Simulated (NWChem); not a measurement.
All runs are NWChem calculations. System: Cl$_{2}$Si, charge 1, spin multiplicity 2, displaced from the optimised geometry. The structure started from a generated list of species. Its SCF solution wasn't tested for a lower state. Level: UPBE0/def2-TZVP.

Part of the output:

```
             Northwest Computational Chemistry Package (NWChem) 7.3.0
             --------------------------------------------------------

                                NWChem Input Module
                                -------------------

 Scaling coordinates for geometry "geometry" by  1.889725989
 (inverse scale =  0.529177249)

 Turning off AUTOSYM since
 SYMMETRY directive was detected!

                             Geometry "geometry" -> ""
                             -------------------------

 Output coordinates in angstroms (scale by  1.889725989 to convert to a.u.)

  No.       Tag          Charge          X              Y              Z
 ---- ---------------- ---------- -------------- -------------- --------------
    1 Si                  14.0000     0.00000000     0.00000000    -0.69723400
    2 Cl                  17.0000    -1.76637600     0.00000000     0.28709600
    3 Cl                  17.0000     1.76637600     0.00000000     0.28709600

 Effective nuclear repulsion energy (a.u.)     167.8559964161

            Nuclear Dipole moment (a.u.)
            ----------------------------
        X                 Y               Z
 ---------------- ---------------- ----------------
     0.0000000000     0.0000000000    -0.0000226767

      Symmetry information
      --------------------

 Group name             C2v
 Group number             16
 Group order               4
 No. of unique centers     2

      Symmetry unique atoms

     1    2


 Summary of "ao basis" -> "" (spherical)
 ------------------------------------------------------------------------------
       Tag                 Description            Shells   Functions and Types
 ---------------- ------------------------------  ------  ---------------------
 *                         def2-tzvp                  on all atoms

                                 NWChem DFT Module
                                 -----------------

 Summary of "ao basis" -> "ao basis" (spherical)
 ------------------------------------------------------------------------------
       Tag                 Description            Shells   Functions and Types
 ---------------- ------------------------------  ------  ---------------------
 Si                        def2-tzvp                13       37   5s5p2d1f
 Cl                        def2-tzvp                13       37   5s5p2d1f

 Summary of "ao basis" -> "ao basis" (spherical)
 ------------------------------------------------------------------------------
[...]
     -   - - -        -----         -----         ----         -------
     0   0 0 0      1.000000    -24.000000    -23.000000     48.000000

     1   1 0 0      0.000000     -0.000000      0.000000      0.000000
     1   0 1 0     -0.000000      0.000000     -0.000000      0.000000
     1   0 0 1     -0.779413      0.419983     -1.199373     -0.000023

     2   2 0 0    -18.537340   -201.188266   -196.177796    378.828722
     2   1 1 0     -0.000000     -0.000000     -0.000000      0.000000
     2   1 0 1      0.000000      0.000000      0.000000      0.000000
     2   0 2 0    -23.848674    -12.578409    -11.270265      0.000000
     2   0 1 1     -0.000000     -0.000000     -0.000000      0.000000
     2   0 0 2    -22.389538    -31.600383    -25.101061     34.311905

            General Information
            -------------------
          SCF calculation type: DFT
          Wavefunction type:  spin polarized.
          No. of atoms     :     3
          No. of electrons :    47
           Alpha electrons :    24
            Beta electrons :    23
          Charge           :     1
          Spin multiplicity:     2
          Use of symmetry is: on ; symmetry adaption is: on
          Maximum number of iterations: 100
          This is a Direct SCF calculation.
          AO basis - number of functions:   111
                     number of shells:    39
          Convergence on energy requested:  1.00D-06
          Convergence on density requested:  1.00D-05
          Convergence on gradient requested:  5.00D-04

              XC Information
              --------------
                         PBE0 Method XC Functional
                     Hartree-Fock (Exact) Exchange  0.250
          PerdewBurkeErnzerhof Exchange Functional  0.750
            Perdew 1991 LDA Correlation Functional  1.000 local
           PerdewBurkeErnz. Correlation Functional  1.000 non-local

             Grid Information
             ----------------
          Grid used for XC integration:  medium
          Radial quadrature: Mura-Knowles
          Angular quadrature: Lebedev.
          Tag              B.-S. Rad. Rad. Pts. Rad. Cut. Ang. Pts.
          ---              ---------- --------- --------- ---------
          Si                  1.10       88           8.0       590
          Cl                  1.00       88          10.0       590
          Grid pruning is: on
          Number of quadrature shells:   176
          Spatial weights used:  Erf1

          Convergence Information
          -----------------------
          Convergence aids based upon iterative change in
          total energy or number of iterations.
          Levelshifting, if invoked, occurs when the
          HOMO/LUMO gap drops below (HL_TOL):  1.00D-02
          DIIS, if invoked, will attempt to extrapolate
          using up to (NFOCK): 10 stored Fock matrices.

                    Damping( 0%)  Levelshifting(0.5)       DIIS
                  --------------- ------------------- ---------------
          dE  on:    start            ASAP                start
          dE off:    2 iters        100 iters           100 iters

      Screening Tolerance Information
      -------------------------------
          Density screening/tol_rho:  1.00D-10
          AO Gaussian exp screening on grid/accAOfunc:  14
          CD Gaussian exp screening on grid/accCDfunc:  20
          XC Gaussian exp screening on grid/accXCfunc:  20
          Schwarz screening/accCoul:  1.00D-08

                            NWChem DFT Gradient Module
                            --------------------------

  charge          =   1.00
  wavefunction    = open shell

  Using symmetry

                         DFT ENERGY GRADIENTS

    atom               coordinates                        gradient
                 x          y          z           x          y          z
   1 Si      0.000000   0.000000  -1.317581    0.000000   0.000000  -0.023742
   2 Cl     -3.337967   0.000000   0.542533   -0.021259   0.000000   0.011871
   3 Cl      3.337967   0.000000   0.542533    0.021259   0.000000   0.011871

                 ----------------------------------------
                 |  Time  |  1-e(secs)   |  2-e(secs)   |
                 ----------------------------------------
                 |  CPU   |       0.01   |       5.88   |
                 ----------------------------------------
                 |  WALL  |       0.01   |       5.88   |
                 ----------------------------------------

 Task  times  cpu:       18.1s     wall:       18.1s

 Total times  cpu:       18.1s     wall:       18.1s
```

### Question
Write an NWChem input that would produce this output.

### Answer
One answer among several that fit: 
```
start mol
memory heap 200 mb stack 800 mb global 1000 mb
charge 1
geometry units angstroms nocenter noautoz
  Si     0.000000     0.000000    -0.697234
  Cl    -1.766376     0.000000     0.287096
  Cl     1.766376     0.000000     0.287096
  symmetry group C2v
end
basis spherical
  * library def2-tzvp
end
dft
  xc pbe0
  odft
  mult 2
  iterations 100
  direct
end
task dft gradient
```
